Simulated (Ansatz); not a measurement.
The same redistribution along the group Li, Na, K.

Program: Ansatz. Geometries: PBE0-D4/def2-TZVP. ΔE: electronic, gas phase. CCSD(T)/CBS is the MP2 limit (def2-TZVPP, def2-QZVPP) plus CCSD(T) − MP2 in def2-TZVPP, frozen cores. DFT in def2-TZVPP. For Br, K, Li, Na outer-core shells are correlated without core-valence functions, which leaves a few kJ/mol of doubt a bond. Scalar relativity is left out up to krypton. One conformer a species, not always the lowest.

| reaction | revPBE-D4 (kcal/mol) | CCSD(T)/def2-SVP (kcal/mol) | LDA (SPW92) (kcal/mol) |
| --- | --- | --- | --- |
| `[Li][S]C` + `[Cl][Al]([Cl])[Br]` → `[Li][Br]` + `C[S][Al]([Cl])[Cl]` | -18.5 | -19.6 | -19.3 |
| `C[S][Na]` + `[Cl][Al]([Cl])[Br]` → `[Na][Br]` + `C[S][Al]([Cl])[Cl]` | -18.3 | -20.5 | -19.3 |
| `C[S][K]` + `[Cl][Al]([Cl])[Br]` → `[K][Br]` + `C[S][Al]([Cl])[Cl]` | -21.2 | -23.7 | -22.3 |

Task: Give the CCSD(T)/CBS values in the same order. (Best estimate.)

Result: Ansatz gave: -18.3, -18.8, -21.0 kcal/mol.

Largest T1 diagnostic: 0.010, for `C[S][Na]`.
